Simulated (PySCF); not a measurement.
HGa, charge -1, doublet, geometry from GFN2-xTB (such geometries of metal compounds can be far from the true shape) (a state made from the parent by changing its charge; the spin is typed, not shown lowest) (in this run its highest filled SCF level lies above zero, so its values depend strongly on the basis, on diffuse functions most of all); PBE/cc-pVDZ in PySCF.

Here is a job for PySCF.
```python
from pyscf import gto, scf, dft

mol = gto.M(
    atom='''
Ga   -0.000000   -0.000000   -0.040409
H     0.000000    0.000000    1.252665
''',
    basis='cc-pvdz',
    charge=-1,
    spin=1,
    verbose=4,
)

mf = dft.UKS(mol)
mf.xc = 'pbe'
mf.kernel()
mf.analyze()
```

Output, abridged:

```
PySCF version 2.14.0

[INPUT] verbose = 4
[INPUT] num. atoms = 2
[INPUT] num. electrons = 33
[INPUT] charge = -1
[INPUT] spin (= nelec alpha-beta = 2S) = 1
[INPUT] symmetry False subgroup None
[INPUT] Mole.unit = angstrom
[INPUT] Symbol           X                Y                Z      unit          X                Y                Z       unit  Magmom
[INPUT]  1 Ga     0.000000000000   0.000000000000  -0.040409000000 AA    0.000000000000   0.000000000000  -0.076361942968 Bohr   0.0
[INPUT]  2 H      0.000000000000   0.000000000000   1.252665000000 AA    0.000000000000   0.000000000000   2.367193775828 Bohr   0.0

nuclear repulsion = 12.6864305821013
number of shells = 9
number of NR pGTOs = 84
number of NR cGTOs = 32
basis = cc-pvdz
ecp = {}

******** <class 'pyscf.dft.uks.UKS'> ********
method = UKS
initial guess = minao
damping factor = 0
level_shift factor = 0
DIIS = <class 'pyscf.scf.diis.CDIIS'>
diis_start_cycle = 1
diis_space = 8
diis_damp = 0
SCF conv_tol = 1e-09
SCF conv_tol_grad = None
SCF max_cycles = 50
direct_scf = True
direct_scf_tol = 1e-13
number electrons alpha = 17  beta = 16
XC library pyscf.dft.libxc version 7.1.2
    S. Lehtola, C. Steigemann, M. J. T. Oliveira, and M. A. L. Marques,  SoftwareX 7, 1–5 (2018)
XC functionals = pbe
    J. P. Perdew, K. Burke, and M. Ernzerhof,  Phys. Rev. Lett. 77, 3865 (1996)
    J. P. Perdew, K. Burke, and M. Ernzerhof,  Phys. Rev. Lett. 78, 1396 (1997)
    J. P. Perdew, K. Burke, and M. Ernzerhof,  Phys. Rev. Lett. 77, 3865 (1996)
    J. P. Perdew, K. Burke, and M. Ernzerhof,  Phys. Rev. Lett. 78, 1396 (1997)
radial grids:
    Treutler-Ahlrichs [JCP 102, 346 (1995); DOI:10.1063/1.469408] (M4) radial grids

becke partition: Becke, JCP 88, 2547 (1988); DOI:10.1063/1.454033
pruning grids: <function nwchem_prune>
grids dens level: 3
symmetrized grids: False
atomic radii adjust function: <function treutler_atomic_radii_adjust>
small_rho_cutoff = 0
Set gradient conv threshold to 3.16228e-05
tot grids = 30712
init E= -1924.6256834359

cycle= 1 E= -1925.0014328488  delta_E= -0.376  |g|= 0.154  |ddm|= 0.96
cycle= 2 E= -1925.02005797815  delta_E= -0.0186  |g|= 0.0877  |ddm|= 0.677
cycle= 3 E= -1925.02884849739  delta_E= -0.00879  |g|= 0.0268  |ddm|= 0.314
cycle= 4 E= -1925.02942892151  delta_E= -0.00058  |g|= 0.00138  |ddm|= 0.0595
cycle= 5 E= -1925.02942978613  delta_E= -8.65e-07  |g|= 0.000828  |ddm|= 0.00464
cycle= 6 E= -1925.02943037477  delta_E= -5.89e-07  |g|= 6.58e-05  |ddm|= 0.00247
cycle= 7 E= -1925.02943038002  delta_E= -5.25e-09  |g|= 6.55e-06  |ddm|= 0.000233
cycle= 8 E= -1925.02943038008  delta_E= -5.89e-11  |g|= 1.01e-06  |ddm|= 2.46e-05
Extra cycle  E= -1925.02943038008  delta_E= -1.36e-12  |g|= 6.14e-07  |ddm|= 3.38e-06
converged SCF energy = -1925.02943038008  <S^2> = 0.75225323  2S+1 = 2.002252
**** SCF Summaries ****
Total Energy =                       -1925.029430380078793
Nuclear Repulsion Energy =              12.686430582101258
One-electron Energy =                -2716.117147749102514
Two-electron Energy =                  778.401286786922469
Two-electron Coulomb Energy =          853.632285026025670
DFT Exchange-Correlation Energy =      -75.230998239103229
**** MO energy ****
                             alpha | beta                alpha | beta
MO #1   energy= -370.727426889954  | -370.727029718411  occ= 1 | 1
MO #2   energy= -45.1261908256324  | -45.1261344302744  occ= 1 | 1
MO #3   energy= -39.9714536899574  | -39.971374163781   occ= 1 | 1
MO #4   energy= -39.9699705864541  | -39.9693216299612  occ= 1 | 1
MO #5   energy= -39.9683380185735  | -39.9682515396946  occ= 1 | 1
MO #6   energy= -5.03301683329213  | -5.03259455342952  occ= 1 | 1
MO #7   energy= -3.36232575147173  | -3.36221114228304  occ= 1 | 1
MO #8   energy= -3.35558360702235  | -3.35423092167845  occ= 1 | 1
MO #9   energy= -3.35398283155578  | -3.35391291585176  occ= 1 | 1
MO #10  energy= -0.49673021634196  | -0.496567144897237 occ= 1 | 1
MO #11  energy= -0.48732733911247  | -0.486213705207457 occ= 1 | 1
MO #12  energy= -0.486319956216545 | -0.485123001370988 occ= 1 | 1
MO #13  energy= -0.486313526894851 | -0.483880640693062 occ= 1 | 1
MO #14  energy= -0.481022820356027 | -0.478893163176642 occ= 1 | 1
MO #15  energy= -0.16051152908151  | -0.147957065924126 occ= 1 | 1
MO #16  energy= 0.0524676869803005 | 0.0620378698156696 occ= 1 | 1
MO #17  energy= 0.10839400868231   | 0.127649407884085  occ= 1 | 0
MO #18  energy= 0.116304894755903  | 0.150541517592365  occ= 0 | 0
MO #19  energy= 0.248328578361162  | 0.264895771515833  occ= 0 | 0
MO #20  energy= 0.350403473587256  | 0.361653556932298  occ= 0 | 0
MO #21  energy= 0.411368255186428  | 0.422347371968619  occ= 0 | 0
MO #22  energy= 0.413490511679037  | 0.442962447315693  occ= 0 | 0
MO #23  energy= 0.442362471313348  | 0.45010761210174   occ= 0 | 0
MO #24  energy= 0.514171429704651  | 0.523065888722245  occ= 0 | 0
MO #25  energy= 0.516651175433488  | 0.543256610608119  occ= 0 | 0

To work with the spin densities directly, `use mulliken_meta_spin()` only printing them here.

 ** Mulliken spin pop alpha/beta on meta-lowdin orthogonal AOs **
 ** Mulliken Spin Density (per AO)  **
spin_pop of  0 Ga 1s        0.00000
spin_pop of  0 Ga 2s        0.00000
spin_pop of  0 Ga 3s        0.00006
spin_pop of  0 Ga 4s        0.01364
spin_pop of  0 Ga 5s        0.00221
spin_pop of  0 Ga 2px       0.00000
spin_pop of  0 Ga 2py       0.00000
spin_pop of  0 Ga 2pz       0.00000
spin_pop of  0 Ga 3px      -0.00000
spin_pop of  0 Ga 3py       0.00002
spin_pop of  0 Ga 3pz      -0.00000
spin_pop of  0 Ga 4px       0.02942
spin_pop of  0 Ga 4py       0.92842
spin_pop of  0 Ga 4pz      -0.00566
spin_pop of  0 Ga 5px       0.00124
spin_pop of  0 Ga 5py       0.03897
spin_pop of  0 Ga 5pz      -0.00016
spin_pop of  0 Ga 3dxy     -0.00019
spin_pop of  0 Ga 3dyz     -0.00014
spin_pop of  0 Ga 3dz^2    -0.00022
spin_pop of  0 Ga 3dxz     -0.00006
spin_pop of  0 Ga 3dx2-y2   -0.00017
spin_pop of  0 Ga 4dxy      0.00010
spin_pop of  0 Ga 4dyz      0.00192
spin_pop of  0 Ga 4dz^2     0.00146
spin_pop of  0 Ga 4dxz      0.00009
spin_pop of  0 Ga 4dx2-y2   -0.00049
spin_pop of  1 H 1s       -0.01060
spin_pop of  1 H 2s        0.00017
spin_pop of  1 H 2px       0.00000
spin_pop of  1 H 2py       0.00011
spin_pop of  1 H 2pz      -0.00016
 ** Mulliken Spin Density (per atom)  **
spin density of  0 Ga =      1.01048
spin density of  1 H =     -0.01048
 ** Mulliken pop alpha/beta on meta-lowdin orthogonal AOs **
 ** Mulliken pop       alpha | beta **
pop of  0 Ga 1s        1.00000 | 1.00000
pop of  0 Ga 2s        0.99998 | 0.99998
pop of  0 Ga 3s        0.99968 | 0.99962
pop of  0 Ga 4s        0.86376 | 0.85011
pop of  0 Ga 5s        0.01198 | 0.00977
pop of  0 Ga 2px       1.00000 | 1.00000
pop of  0 Ga 2py       1.00000 | 1.00000
pop of  0 Ga 2pz       1.00000 | 1.00000
pop of  0 Ga 3px       0.99995 | 0.99995
pop of  0 Ga 3py       0.99999 | 0.99996
pop of  0 Ga 3pz       0.99998 | 0.99998
pop of  0 Ga 4px       0.02952 | 0.00010
pop of  0 Ga 4py       0.92852 | 0.00009
pop of  0 Ga 4pz       0.56681 | 0.57247
pop of  0 Ga 5px       0.00126 | 0.00003
pop of  0 Ga 5py       0.03899 | 0.00002
pop of  0 Ga 5pz       0.00429 | 0.00445
pop of  0 Ga 3dxy      0.99948 | 0.99967
pop of  0 Ga 3dyz      0.99928 | 0.99943
pop of  0 Ga 3dz^2     0.99731 | 0.99752
pop of  0 Ga 3dxz      0.99923 | 0.99929
pop of  0 Ga 3dx2-y2    0.99950 | 0.99967
pop of  0 Ga 4dxy      0.00052 | 0.00042
pop of  0 Ga 4dyz      0.00229 | 0.00037
pop of  0 Ga 4dz^2     0.00288 | 0.00142
pop of  0 Ga 4dxz      0.00058 | 0.00049
pop of  0 Ga 4dx2-y2    0.00053 | 0.00102
pop of  1 H 1s        0.54929 | 0.55989
pop of  1 H 2s        0.00202 | 0.00185
pop of  1 H 2px       0.00014 | 0.00014
pop of  1 H 2py       0.00023 | 0.00013
pop of  1 H 2pz       0.00200 | 0.00215
In total            17.00000 | 16.00000
 ** Mulliken atomic charges   ( Nelec_alpha | Nelec_beta ) **
charge of  0Ga =     -0.88215  (    16.44631     15.43584 )
charge of  1H =     -0.11785  (     0.55369      0.56416 )

WARN: System has nonzero charge -1; the dipole moment is origin-dependent.
Location of origin: [0. 0. 0.]

Dipole moment(X, Y, Z, Debye):  0.00000,  0.00000,  1.61829
```
